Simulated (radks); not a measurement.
Valence configurations of the chromium ion Cr3+ (all share [Ar]). Method: scalar-relativistic Kohn-Sham, r2SCAN, spin-polarised, spherical densities, finite nucleus; open shells are filled with parallel spins first; meta-GGA in the generalised Kohn-Sham scheme; Fermi nuclear charge, rms radius 3.6452 fm; computed with a radial shooting solver on a logarithmic mesh with Libxc functionals. Order these by energy: 3d1.5 4s1 4p0.5; 3d2.5 4p0.5; 3d1 4s2; 3d1 4s1 4p1; 3d2 4p1; 3d1.5 4p1.5; 3d3; 3d2 4s1; 3d1 4p2.

Answer. From the lowest, in eV above it: 3d3 0.000; 3d2.5 4p0.5 9.634; 3d2 4s1 13.226; 3d2 4p1 20.234; 3d1.5 4s1 4p0.5 24.682; 3d1.5 4p1.5 31.932; 3d1 4s2 32.267; 3d1 4s1 4p1 37.320; 3d1 4p2 44.827. NIST lists [Ar] 3d3 as the ground configuration; this level of theory agrees among the configurations tried. The energies are those of spherical high-spin densities, not of single terms.
